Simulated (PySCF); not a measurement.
**Correlation energy of C²⁺ (carbon, charge +2)**

[He] 2s1 3s1, high-spin 3S determinant (an excited configuration). All numbers are calculated (PySCF 2.14, scalar relativity by spin-free X2C-1e, in aug-cc-pVTZ-DK (5s4p3d2f, 46 functions)). Frozen: 1s2; 2 electrons correlated.

Total MP2 correlation energy: -4.52 mhartree.

Same-spin part -4.52 and opposite-spin part 0.00 mhartree; SCS-MP2 scales them by 1/3 and 6/5 to -1.51 mhartree.
